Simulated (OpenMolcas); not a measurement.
An OpenMolcas run meant for Pm³⁺ (ANO-RCC-VQZP, DKH4; inactive shells 1s 2s 2p 3s 3p 3d 4s 4p 4d 5s 5p; intended active space 4 electrons in 7 orbitals (4f)). One step of its input:

```
&CASPT2
Multistate=30 1 2 3 4 5 6 7 8 9 10 11 12 13 14 15 16 17 18 19 20 21 22
23 24 25 26 27 28 29 30
Frozen=14 9
IPEA=0.25
Imaginary=5.0
MaxIter=60
WThr=0.0 0.3 0.05
PrWF=0.5
NoMix
```

The run finished. Its levels beside those of a sound run (SS-CASPT2, IPEA 0.25 Eh, imaginary shift 0.1 Eh (closed shells correlated: 5s 5p)), in eV above each run's lowest level:

```tsv
Level	This run	Usual run
4f4 5I4	0.0000	0.0000
4f4 5I5	0.1984	0.2005
4f4 5I6	0.4185	0.4217
4f4 5I7	0.6512	0.6539
4f4 5I8	0.8882	0.8886
4f4 5F1	1.9331	1.7975
4f4 5F2	2.0015	1.8659
4f4 5F3	2.1041	1.9684
4f4 5S2	2.2153	2.0830
4f4 5F4	2.2409	2.1052
4f4 3K6	2.3859	2.2624
4f4 5F5	2.4119	2.2762
```

Question: Which setting is unsound, and how much does it matter here?

Answer: The level shift is far above the usual 0.1 to 0.3 hartree and damps the second-order energy. Against the sound run the excited levels shown move by 690 cm-1 on average and by 1100 cm-1 at most.

CASPT2 does not keep the components of a term degenerate, so their means are used; among the terms shown or strongly mixed into the levels shown the widest spread is 480 cm-1 (4f4 5I, the sound run). High states are left out of the spin-orbit mixing, which shifts the levels that they would mix with. The CASPT2 spread within a term exceeds the gap to the next term for 4f4 5F and 4f4 5S, so the order of their levels is uncertain, and so are names and mixing where such terms share a J (holds for the sound run). Only configurations of the active space appear.
